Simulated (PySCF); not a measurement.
BGeH$_{4}$ (calculated)

Calculation on a computer-drawn molecule: the log of a Hartree-Fock and frozen-core CCSD(T) single point meant for a local Hartree-Fock minimum, with one planted fault or none, to be diagnosed. Offsets are logged minus clean, where the clean run is the same molecule without the fault. The reference is restricted for singlets and unrestricted otherwise, and also for a bond in bohr or an excited solution. Adding or removing an electron swaps singlet and doublet. The excited solution moves the top pair (singlet) or top alpha electron (doublet) to the lowest empty orbital. Highest occupied and lowest empty are orbital energies over both spins, largest force is the largest gradient component, triples share is (T) over the correlation energy, the T1 limit is 0.02 restricted and 0.045 unrestricted, electrons count all cores, a negative frequency is imaginary (commonest isotopes), and the dipole is about the centre of nuclear charge; on germanium a core potential holds 10 electrons, which the energies leave out, and 3d is frozen in MP2 and coupled-cluster steps. Program: PySCF 2.14.0.

### BGeH$_{4}$

Logged structure:
```xyz
6
BGeH4
B     -2.0469    -0.8991     0.5807
Ge     0.0064    -1.3055     0.1181
H     -3.1813    -0.6744     0.8363
H      0.0586    -1.0555    -1.3763
H      0.1554    -2.7529     0.5440
H      0.7395    -0.2932     0.9760
```

| Item | Value |
| --- | --- |
| meant charge | 1 |
| meant multiplicity | 1 |
| meant basis | cc-pVDZ |
| meant basis and core potential on germanium | cc-pVDZ-PP ECP10MDF |
| logged electrons | 40 |
| logged basis functions | 57 |
| logged SCF converged | yes |
| logged spin squared | 0 |
| logged highest occupied | -18.592 eV |
| logged lowest empty | -5.4261 eV |
| logged largest force | 1.232e-05 hartree/bohr |
| logged lowest frequency | 436.33 cm⁻¹ |
| logged T1 diagnostic | 0.015125 |
| logged D1 diagnostic | 0.029914 |
| logged triples share | 0.021587 |
| logged CC converged | yes |
| logged dipole magnitude | 5.3293 debye |
| logged SCF stable within its kind | yes |
| logged energy HF | -320.03828 hartree |
| logged energy CCSD(T) | -320.23227 hartree |
| possible faults | no fault, one electron removed, one electron added, multiplicity raised by two, geometry at a saddle point, SCF held on an excited solution, minimal basis STO-3G, one bond length entered in bohr, all coordinates scaled |
| planted fault | no fault |
| HF energy offset from clean run | 0 kcal/mol |
| CCSD(T) energy offset from clean run | 0 kcal/mol |

Drawn bonds:
```
atom  other atom  order
   1           2      1
   1           3      1
   2           4      1
   2           5      1
   2           6      1
```
